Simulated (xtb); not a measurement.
ClCu, singlet, geometry from GFN2-xTB (such geometries of metal compounds can be far from the true shape), atoms displaced at random by about 0.1 Å a coordinate; GFN2-xTB in xtb.

Input for xtb:
```
$ xtb mol.xyz --gfn 2 --opt --input xcontrol --json

# file mol.xyz
2

Cu     0.05053398     0.11745233    -0.74715299
Cl    -0.05872857    -0.15190617     1.30369025

# file xcontrol
$opt
  engine=lbfgs
$end
```

**Question.** What does xtb print? Leave out banner, timings and long lists.

**Answer.** 
```
   ID    Z sym.   atoms
    1   29 Cu     1
    2   17 Cl     2

           -------------------------------------------------
          |                Calculation Setup                |
           -------------------------------------------------

           -------------------------------------------------
          |                 G F N 2 - x T B                 |
           -------------------------------------------------

          ...................................................
          :                      SETUP                      :
          :.................................................:
          :  # basis functions                  20          :
          :  # atomic orbitals                  18          :
          :  # shells                            6          :
          :  # electrons                        18          :
          :  max. iterations                   250          :
          :  Hamiltonian                  GFN2-xTB          :
          :  restarted?                      false          :
          :  GBSA solvation                  false          :
          :  PC potential                    false          :
          :  electronic temp.          300.0000000     K    :
          :  accuracy                    1.0000000          :
          :  -> integral cutoff          0.2500000E+02      :
          :  -> integral neglect         0.1000000E-07      :
          :  -> SCF convergence          0.1000000E-05 Eh   :
          :  -> wf. convergence          0.1000000E-03 e    :
          :  Broyden damping             0.4000000          :
          :  net charge                          0          :
          :  unpaired electrons                  0          :
          ...................................................

 iter      E             dE          RMSdq      gap      omega  full diag
   1     -8.4408590 -0.844086E+01  0.645E+00    4.69       0.0  T
   2     -8.4424842 -0.162519E-02  0.379E+00    4.84       1.0  T
   3     -8.4433557 -0.871499E-03  0.932E-01    4.66       1.0  T
   4     -8.4435271 -0.171416E-03  0.524E-01    4.78       1.0  T
   5     -8.4436239 -0.968236E-04  0.288E-01    4.84       1.0  T
   6     -8.4436863 -0.623284E-04  0.217E-01    4.87       1.0  T
   7     -8.4436991 -0.127826E-04  0.414E-02    4.86       1.7  T
   8     -8.4436992 -0.117662E-06  0.136E-02    4.86       5.2  T
   9     -8.4436992 -0.131011E-07  0.407E-03    4.86      17.4  T
[...]
         :: total energy              -8.441057692358 Eh    ::
 * total energy  :    -8.4411092 Eh     change       -0.5148038E-04 Eh
 * total energy  :    -8.4411216 Eh     change       -0.1245294E-04 Eh
 * total energy  :    -8.4411216 Eh     change       -0.1794730E-07 Eh
   *** GEOMETRY OPTIMIZATION CONVERGED AFTER 3 CYCLES ***
         :: total energy              -8.441121643625 Eh    ::
[...]
        12                         -0.0830899              -2.2610
        13                          0.0720656               1.9610
        14                          0.0801183               2.1801
        15                          0.0801183               2.1801
        16                          0.0848409               2.3086
        17                          0.0848409               2.3086
        18                          0.4277738              11.6403
      -------------------------------------------------------------
                  HL-Gap            0.1796319 Eh            4.8880 eV
             Fermi-level           -0.2985460 Eh           -8.1239 eV

     #   Z          covCN         q      C6AA      α(0)
     1  29 Cu       0.801     0.478   144.970    27.635
     2  17 Cl       0.801    -0.478   114.843    16.394

 Mol. C6AA /au·bohr⁶  :        504.080759
 Mol. C8AA /au·bohr⁸  :      30950.936950
 Mol. α(0) /au        :         44.028058

Wiberg/Mayer (AO) data.
largest (>0.10) Wiberg bond orders for each atom

 ---------------------------------------------------------------------------
     #   Z sym  total        # sym  WBO       # sym  WBO       # sym  WBO
 ---------------------------------------------------------------------------
     1  29 Cu   0.838 --     2 Cl   0.838
     2  17 Cl   0.838 --     1 Cu   0.838
 ---------------------------------------------------------------------------

Topologies differ in total number of bonds
Writing topology from bond orders to xtbtopo.mol

molecular dipole:
                 x           y           z       tot (Debye)
 q only:        0.098       0.241      -1.835
   full:        0.141       0.347      -2.642       6.783
molecular quadrupole (traceless):
                xx          xy          yy          xz          yz          zz
 q only:        0.972      -0.008       0.950       0.098       0.280      -1.922
  q+dip:        1.072      -0.004       1.055       0.090       0.276      -2.127
   full:        0.865       0.000       0.857       0.057       0.195      -1.723

optimized geometry written to: xtbopt.xyz

           -------------------------------------------------
          | TOTAL ENERGY               -8.441121643625 Eh   |
          | GRADIENT NORM               0.000054425306 Eh/α |
          | HOMO-LUMO GAP               4.888031549999 eV   |
           -------------------------------------------------

normal termination of xtb
```
